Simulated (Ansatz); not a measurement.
GeBr2⁻ was relaxed with B3LYP-D4 (def2-TZVPD) in Ansatz in these states: charge -1 doublet, charge -1 quartet. The geometries follow in no particular order.

A:

Cartesian coordinates in Å:
```
Ge 0.000 0.000 0.000
Br -1.497 1.598 -1.339
Br 1.497 -1.598 1.339
```

B:

```csv
atom,x (Å),y (Å),z (Å)
Ge1,-0.166,0.844,-0.643
Br2,0.577,-1.504,-1.226
Br3,-0.410,0.659,1.869
```

**Question.** Judge from the bond lengths which geometry belongs to which state (an estimate).

**Answer.** A is the charge -1 quartet (Ge1–Br2 2.566 Å, Ge1–Br3 2.566 Å); B is the charge -1 doublet (Ge1–Br2 2.531 Å, Ge1–Br3 2.531 Å).

At B3LYP-D4/def2-TZVPD the highest occupied level of the charge -1 doublet lies above zero (up to 0.07 eV). By energy differences its removal costs 2.03 eV (vertical, to the charge 0 singlet, at PBE0-D4/def2-TZVPD). At PBE0-D4/def2-TZVPD a doublet lies 2.49 eV below the charge -1 quartet. These are the stationary points nearest to one start from a short search; other shapes may lie lower in each state.
